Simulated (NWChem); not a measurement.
System: SnF2, singlet; SMILES [F][Sn][F]

Results from NWChem. Low-valent species are run as closed-shell singlets; no triplet was tried in these runs. The geometry was optimised at PBE0/def2-SVP. def2 effective core potentials on Sn; no spin-orbit coupling. Gas phase, vertical.

PBE/def2-SVP, TDA puts singlet state 1 at 4.56 eV with oscillator strength 0.078; the lowest singlet and triplet lie at 4.56 and 3.43 eV.

Problem. Give the wavelength, the transition dipole and the radiative lifetime of that state in vacuum, and the vertical singlet-triplet gap.

Solution. 
1. λ = 1239.84/4.56 = 272 nm, or 36780 cm⁻¹.
2. f = (2/3) ΔE μ² in atomic units, so μ = √(1.5 f/ΔE) = 0.84 a.u. = 2.12 D.
3. τ = 1.499 s cm⁻² / (f ν²) = 14 ns, for a non-degenerate state that emits at the vertical energy.
4. S1 − T1 = 1.13 eV; if both came from one orbital pair it would be twice their exchange integral.
